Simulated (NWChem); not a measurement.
# CH₃BeBr; SMILES [Be]([Br])[CH3]

This build's default masses of Se (78.918 u) and Br (79.917 u) are each other's, which moves their modes by up to 0.6 %. B3LYP is NWChem's, with the RPA form of VWN correlation.

Question: Give the equilibrium geometry at B3LYP/6-31G* (spherical d) (NWChem) as a Z-matrix, with the point group.

Answer: point group C3v; any orientation.
```
C
H 1 1.0982
H 1 1.0983 2 106.90
H 1 1.0983 2 106.89 3 114.18
Be 1 1.6774 2 111.99 4 122.91
Br 5 1.9707 3 153.94 1 -179.87
```
